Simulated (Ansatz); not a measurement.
CH7NSi2 (`NC1[SiH2][SiH2]1`). Total charge 0; spin multiplicity 1. All single points use the PBE0-D4/def2-TZVP geometry. It is one conformer, not always the lowest.

```xyz
11

N    -0.991   -1.291   -0.186
C    -0.236   -0.117   -0.568
Si   -0.276    1.316    0.700
Si    1.498    0.021    0.229
H    -0.687   -2.114   -0.689
H    -1.983   -1.168   -0.346
H    -0.278    0.207   -1.615
H    -0.402    2.685    0.142
H    -1.122    1.080    1.892
H     1.887   -1.117    1.093
H     2.591    0.500   -0.652
```

Q: What is the dipole moment at B3LYP/def2-TZVPP? (An estimate is asked.)

A: The calculation gave: 1.37 D, with components (-0.54, -0.30, -1.23) D in this frame, pointing from negative to positive charge.

Q: And with PBE, r2SCAN, ωB97M-V? (Best estimate.)

A: Computed: PBE 1.48 D, r2SCAN 1.48 D, ωB97M-V 1.34 D.

Q: Give the Mulliken charges with B3LYP, PBE, ωB97M-V in def2-TZVPP. (Best estimate.)

A: The calculation gave: 
| atom | B3LYP | PBE | ωB97M-V |
| --- | --- | --- | --- |
| N1 | -0.35 | -0.35 | -0.30 |
| C2 | -0.18 | -0.14 | -0.25 |
| Si3 | 0.19 | 0.13 | 0.12 |
| Si4 | 0.19 | 0.13 | 0.12 |
| H5 | 0.13 | 0.15 | 0.11 |
| H6 | 0.13 | 0.15 | 0.11 |
| H7 | 0.11 | 0.10 | 0.13 |
| H8 | -0.06 | -0.05 | -0.02 |
| H9 | -0.05 | -0.04 | 0.00 |
| H10 | -0.05 | -0.04 | 0.00 |
| H11 | -0.06 | -0.05 | -0.02 |

B3LYP here is the variant with VWN-RPA as its local correlation; programs differ in this.
